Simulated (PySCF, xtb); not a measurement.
FH₂O₂STa, SMILES [F][Ta]([OH])(=[S])[OH], multiplicity 1. Other conformers were not sampled.

Harmonic wavenumbers (cm⁻¹) from GFN2-xTB in xtb at its own minimum, in rising order: 86, 103, 142, 146, 171, 315, 361, 381, 431, 449, 474, 539, 578, 3623, 3632.

What does PySCF with B3LYP-D3(BJ)/def2-SVP give at its own minimum? (Estimate from the structure and the level; the computed values follow.)

162, 165, 183, 188, 202, 348, 354, 467, 482, 537, 682, 734, 737, 3883, 3887. Paired by order, the mean absolute difference is 106 cm⁻¹ and the zero-point energies are 16.3 and 18.6 kcal/mol.
